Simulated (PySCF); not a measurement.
Se(OH)(SeH) (H2OSe2), SMILES O[Se][SeH]. Geometry: TPSSh-D3(BJ)/def2-SVP. The values are those of a single conformer.

Computed with TPSSh-D3(BJ)/def2-SVP run with PySCF 2.14.0.

Harmonic wavenumbers (cm⁻¹): 178, 284, 343, 409, 629, 727, 1089, 2375, 3735. Rotational constants (GHz): 11.86, 1.889, 1.661; symmetry number 1.

Problem. Work out the zero-point energy and the ideal-gas rigid-rotor harmonic-oscillator thermochemistry at 298.15 K and 1 atm.

Solution. ZPE = ½ Σ hcν = ½ × 9769 cm⁻¹ = 58.43 kJ/mol. H − E(el) = 73.55 kJ/mol. Entropy in J/(mol K): translation 173.23, rotation 111.13, vibration 28.15, total 312.50. G − E(el) = -19.63 kJ/mol. Cp = 69.47 J/(mol K).
